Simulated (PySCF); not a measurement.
**Electronic structure of Co³⁺ (cobalt, charge +3) at the UHF level**

Configuration: [Ar] 3d6, high-spin 5D determinant. Calculation: PySCF 2.14, in aug-cc-pVTZ (8s7p5d3f2g, 93 functions); the non-relativistic Hamiltonian (point nucleus).

```
Total energy                                                  : -1379.454226 hartree
One-electron energy                                           : -1876.9295 hartree
Hartree (Coulomb) energy                                      : 554.7389 hartree
Exchange energy                                               : -57.2636 hartree
Kinetic energy                                                : 1379.59074 hartree
⟨S²⟩                                                          : 6.0029
⟨L²⟩                                                          : 6.013
Sum of ⟨r⟩                                                    : 13.92 bohr
Sum of ⟨r²⟩                                                   : 12.88 bohr²
Traceless quadrupole moment −½Σ⟨3z² − r²⟩ along its main axis : 0.324 e·bohr²
Density at the nucleus (Gaussians lack the cusp)              : 13300 bohr⁻³
Spin density at the nucleus                                   : 0.296 bohr⁻³
Langevin diamagnetic susceptibility                           : -10.2 ×10⁻⁶ cm³/mol
```

```json
{"shell": "1s α", "electrons": "1", "mean orbital energy (eV)": "-7741.7", "spread (eV)": "0", "rms radius, mean of both spins (bohr)": "0.0659"}
{"shell": "1s β", "electrons": "1", "mean orbital energy (eV)": "-7741.6", "spread (eV)": "0", "rms radius, mean of both spins (bohr)": "0.0659"}
{"shell": "2s α", "electrons": "1", "mean orbital energy (eV)": "-990.26", "spread (eV)": "0", "rms radius, mean of both spins (bohr)": "0.279"}
{"shell": "2s β", "electrons": "1", "mean orbital energy (eV)": "-986.13", "spread (eV)": "0", "rms radius, mean of both spins (bohr)": "0.279"}
{"shell": "2p α", "electrons": "3", "mean orbital energy (eV)": "-861.04", "spread (eV)": "1.154", "rms radius, mean of both spins (bohr)": "0.250"}
{"shell": "2p β", "electrons": "3", "mean orbital energy (eV)": "-856.99", "spread (eV)": "0.012", "rms radius, mean of both spins (bohr)": "0.250"}
{"shell": "3s α", "electrons": "1", "mean orbital energy (eV)": "-166.59", "spread (eV)": "0", "rms radius, mean of both spins (bohr)": "0.833"}
{"shell": "3s β", "electrons": "1", "mean orbital energy (eV)": "-155.83", "spread (eV)": "0", "rms radius, mean of both spins (bohr)": "0.833"}
{"shell": "3p α", "electrons": "3", "mean orbital energy (eV)": "-126.15", "spread (eV)": "2.336", "rms radius, mean of both spins (bohr)": "0.878"}
{"shell": "3p β", "electrons": "3", "mean orbital energy (eV)": "-113.17", "spread (eV)": "1.676", "rms radius, mean of both spins (bohr)": "0.878"}
{"shell": "3d α", "electrons": "5", "mean orbital energy (eV)": "-58.657", "spread (eV)": "2.766", "rms radius, mean of both spins (bohr)": "1.03"}
{"shell": "3d β", "electrons": "1", "mean orbital energy (eV)": "-52.426", "spread (eV)": "0", "rms radius, mean of both spins (bohr)": "1.03"}
```

Spin-orbit constants ζ (cm⁻¹) from the X2C one-electron operator on these orbitals (non-relativistic here): bare nucleus, nucleus screened by l(l+1)(2l+1)/3 electrons, and screened by the Breit-Pauli mean field of the electrons.

```
shell   bare  screened nucleus  mean field
   2p  80110             74170       71390
   3p  10180              9422        9006
   3d   1069             673.2       613.3
```

To first order the Landé constant is A = -153.3 cm⁻¹, so the lowest level has J = 4 and lies 0.0760 eV below the centre of the term. This holds in LS coupling only.
